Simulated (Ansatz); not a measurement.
```yaml
crystal:
  periodic: [false, false, false]
  atoms:
    - {symbol: F, position_ang: [0.642202, -1.180347, 1.597739]}
    - {symbol: Si, position_ang: [0.112123, -0.815456, 0.213988]}
    - {symbol: F, position_ang: [-0.498713, -2.026374, -0.392246]}
    - {symbol: C, position_ang: [-0.306570, 0.905212, -0.197062]}
    - {symbol: O, position_ang: [1.008703, 0.164413, -0.710234]}
    - {symbol: H, position_ang: [0.024183, 1.752691, 0.416071]}
    - {symbol: H, position_ang: [-0.913975, 1.184128, -1.011062]}
basis:
  gaussian: {orbitals: 6-31G, nuclear_model: gaussian}
hamiltonian: {xc: {name: CAM-B3LYP}}
output: {forces: true}
```

```sh
$ ansatz run in.yaml --threads 2 --pin off --events-out ev --progress --plain --max-ram 4352MiB
```

It prints (some lines left out):

```
Functional definition: CAM-B3LYP
558 factors; integrals over basis functions are off by at most 2.2e-4 eV
255 factors; integrals over basis functions are off by at most 5.5e-6 eV
mean field evaluation 1: about -16415.8397 eV, gradient 5.6e1 eV
mean field evaluation 2: about -16412.5142 eV, gradient 7.4e1 eV
mean field evaluation 4: about -16421.7409 eV, gradient 2.0e0 eV
mean field evaluation 8: about -16421.8514 eV, gradient 1.1e-1 eV
mean field evaluation 16: about -16421.8515 eV, gradient 8.2e-5 eV
mean field -16421.85146346 eV, -603.4919101515 hartree, gradient 8.2e-5 eV, S^2 0.000000; 0 other end points of the search recorded, 0 dependent functions left out
reference -16421.85156232 eV, -603.4919137844 hartree; 24, 24 occupied and 29, 29 virtual orbitals, 558 factors
Total energy: -16421.85156232 eV, -603.4919137844 hartree
Atom 0 at     0.642202    -1.180347     1.597739 Å, force     2.069580    -1.647418     5.555290 eV/Å
Atom 1 at     0.112123    -0.815456     0.213988 Å, force    -0.045992     6.925705    -0.058020 eV/Å
Atom 2 at    -0.498713    -2.026374    -0.392246 Å, force    -3.700307    -7.235792    -3.511476 eV/Å
Atom 3 at    -0.306570     0.905212    -0.197062 Å, force     1.037375     0.458070     0.918223 eV/Å
Atom 4 at     1.008703     0.164413    -0.710234 Å, force     1.874094     1.655294    -1.991564 eV/Å
Atom 5 at     0.024183     1.752691     0.416071 Å, force    -0.429564    -0.389213    -0.008276 eV/Å
Atom 6 at    -0.913975     1.184128    -1.011062 Å, force    -0.805186     0.233354    -0.904176 eV/Å
Dipole moment:    -0.425672     0.234159     0.109120 e Å
```

Run time 1.4 s (2 threads of an Arm Neoverse V2 on a shared host); peak host memory 0.11 GiB.
